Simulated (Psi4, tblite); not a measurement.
Two rigid molecules brought together: C2H6O ··· C3H6 (SMILES COC and C1CC1), singlet. Monomers: optimised at B3LYP-D3(BJ) (def2-TZVP), held rigid. Orientation: lowest of the rigid-body minima from ten starts at GFN2-xTB. Only R, the distance of the centres of mass, is varied, so the lowest point isn't the relaxed dimer.

GFN2-xTB (tblite); SAPT0/jun-cc-pVDZ, frozen core (Psi4).

Interaction energies in kJ/mol; the last columns give the difference from SAPT0:

```
R / Å  GFN2-xTB  SAPT0/jun-cc-pVDZ  GFN2-xTB − SAPT0/jun-cc-pVDZ
-----  --------  -----------------  ----------------------------
3.31      10.38              13.77                         -3.39
3.51      -2.00               0.95                         -2.94
3.71      -6.41              -4.21                         -2.20
3.91      -7.35              -5.68                         -1.67
4.08      -6.99              -5.61                         -1.38
4.28      -6.10              -4.95                         -1.15
4.60      -4.55              -3.67                         -0.89
4.89      -3.38              -2.68                         -0.69
5.37      -2.00              -1.57                         -0.43
6.10      -0.89              -0.73                         -0.16
7.08      -0.33              -0.30                         -0.03
8.39      -0.11              -0.11                          0.00
```

GFN2-xTB is furthest from SAPT0/jun-cc-pVDZ at 3.31 (-3.39 kJ/mol, below); its mean absolute difference over the points is 1.24 kJ/mol.
